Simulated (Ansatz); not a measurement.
`C[SiH2]SSC` from Hartree–Fock to CCSD(T)

Cartesian coordinates in Å:
```
C -2.0527 0.2733 1.0525
Si -1.2010 -0.6160 -0.3430
S -0.1074 0.7329 -1.6081
S 1.2752 1.3330 -0.2046
C 2.5931 0.1297 -0.4412
H -2.7816 0.9884 0.6664
H -1.3210 0.8127 1.6571
H -2.5728 -0.4415 1.6959
H -2.1829 -1.2773 -1.2465
H -0.2574 -1.6395 0.1817
H 2.2407 -0.8801 -0.2320
H 3.3752 0.3945 0.2745
H 2.9928 0.1900 -1.4528
```

Charge 0, multiplicity 1. The geometry is a stationary point of PBE0-D4/def2-TZVP. It is one conformer, not always the lowest. Frozen core, restricted reference, the Gaussian-basis code of Ansatz. CBS rows extrapolate triple and quadruple zeta; past MP2 they add the triple-zeta difference.

```tsv
basis	HF (Eh)	MP2 corr.	CCSD corr.	(T)	CCSD(T) total
def2-SVP	-1164.01740	-0.65007	-0.72391	?	?
def2-TZVPP	-1164.49266	-0.83463	?	-0.04006	?
def2-QZVPP	-1164.52818	-0.89932	–	–	–
CBS(def2)	-1164.53307	-0.94724	-1.01685	as TZ	-1165.58998
cc-pV(D+d)Z	-1164.43954	-0.66004	-0.73582	-0.02295	-1165.19831
cc-pV(T+d)Z	-1164.51077	-0.83471	?	-0.04011	?
cc-pV(Q+d)Z	-1164.52633	-0.89831	–	–	–
CBS(cc)	?	-0.94359	-1.01308	as TZ	?
```

Question: Fill in the withheld values. (Estimate.)

Answer: Computed: def2-SVP (T): -0.02198; def2-SVP CCSD(T) total: -1164.76329; def2-TZVPP CCSD corr.: -0.90424; def2-TZVPP CCSD(T) total: -1165.43696; cc-pV(T+d)Z CCSD corr.: -0.90420; cc-pV(T+d)Z CCSD(T) total: -1165.45508; CBS(cc) HF (Eh): -1164.53102; CBS(cc) CCSD(T) total: -1165.58421.
